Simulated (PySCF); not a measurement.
# [TlS]+: one run

[TlS]+ (singlet). PySCF 2.14.0, RKS PBE0, Tl def2-SVP with ECP60, S def2-SVP; non-relativistic Hamiltonian with scalar-relativistic core potentials where named; density fitting; no spin-orbit coupling. Purpose: singlet excitations, Tamm-Dancoff PBE0.

```python
mol = gto.M(atom='''
Tl    -0.00000    -0.00000    -0.78513
S     -0.00000     0.00000     2.37894''',
    basis={'Tl': 'def2-SVP', 'S': 'def2-SVP'},
    ecp={'Tl': 'def2-SVP'},
    charge=1, spin=0)
mf = dft.RKS(mol, xc='PBE0')
mf.grids.atom_grid = (50, 194)
mf = mf.density_fit()  # fitting sets: Tl def2-universal-JKFIT, S def2-universal-JKFIT
mf.conv_tol = 1e-08; mf.max_cycle = 55
mf.kernel(dm0)  # dm0: converged density of the relaxed state
td = mf.TDA(); td.nstates = 8; td.kernel()
```

Run from Python with OMP_NUM_THREADS=2; the lines above give its settings. Where DIIS fails, smearing, a level shift and second-order steps follow.
It took 2.2 s on 2 threads of Arm Neoverse V1, with other jobs on the host, from an already converged density.

Question: Where do the frontier levels lie, over both spins?

Answer: HOMO -12.87 eV, LUMO -11.40 eV. The gap is small, and the closed shell wasn't tested for a lower spin-broken solution.

Question: What does the SCF print?

Answer: 
```
init E= -570.083385517485
cycle= 1 E= -570.085076540535  delta_E= -0.00169  |g|= 0.015  |ddm|= 0.154
cycle= 2 E= -570.085112558842  delta_E= -3.6e-05  |g|= 0.00689  |ddm|= 0.0395
cycle= 3 E= -570.085124388828  delta_E= -1.18e-05  |g|= 0.000461  |ddm|= 0.0116
cycle= 4 E= -570.085124457137  delta_E= -6.83e-08  |g|= 0.000176  |ddm|= 0.00113
cycle= 5 E= -570.085124467592  delta_E= -1.05e-08  |g|= 9.4e-06  |ddm|= 0.000362
cycle= 6 E= -570.085124467688  delta_E= -9.65e-11  |g|= 4.04e-06  |ddm|= 4.08e-05
Extra cycle  E= -570.085124467767  delta_E= -7.9e-11  |g|= 3.31e-06  |ddm|= 3.87e-05
converged SCF energy = -570.085124467767
```

Question: What are the Mulliken charges and spins?

Answer: 
| atom | charge (e) | spin (e) |
| --- | --- | --- |
| Tl1 | 0.816 | 0.000 |
| S2 | 0.184 | 0.000 |

Question: Which singlet excitations follow (Tamm-Dancoff, 8 states)?

Answer: 
```
state    eV  oscillator strength
    1  3.97               0.0008
    2  4.95               0.0000
    3  5.08               0.0108
    4  5.10               0.0026
    5  5.16               0.0097
    6  5.58               0.0044
    7  6.93               1.0441
    8  9.46               0.5643
```
Functionals without range separation put charge-transfer states too low; the basis has no diffuse functions.

The geometry was relaxed with BP86 (Tl def2-SVP with ECP60, S def2-SVP).
